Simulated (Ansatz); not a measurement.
SnH4. Charge 0, multiplicity 1. Geometry PBE-D4/def2-TZVP, basis def2-TZVP, Ansatz.

```xyz
5

Sn    0.000    0.000    0.000
H     1.351   -0.585    0.881
H    -0.645    1.381    0.790
H    -1.200   -1.223   -0.084
H     0.493    0.427   -1.587
```

| run | HOMO (eV) | LUMO (eV) |
| --- | --- | --- |
| A | -7.83 | -0.43 |
| B | -8.74 | 0.19 |
| C | -8.24 | -0.02 |
| D | -11.55 | 2.44 |
| E | -11.36 | 2.02 |
| F | -9.15 | 0.57 |

In the def2 sets Sn takes a core potential; there is no spin–orbit coupling. HSE06 is defined as in plane-wave codes, on full-range PBE exchange.

Task: The runs used BLYP, HSE06, PBE0, r2SCAN, ωB97M-V, ωB97X-V. Estimate which is which.

Result: A BLYP (0 % exact exchange); B HSE06 (range-separated); C r2SCAN (0 % exact exchange); D ωB97X-V (range-separated); E ωB97M-V (range-separated); F PBE0 (25 % exact exchange). Exact exchange lowers occupied and raises empty levels; among semilocal functionals meta-GGAs tend to open the gap a little, and such runs are hard to tell apart. The gap grows from 7.40 eV (BLYP) to 14.00 eV (ωB97X-V).
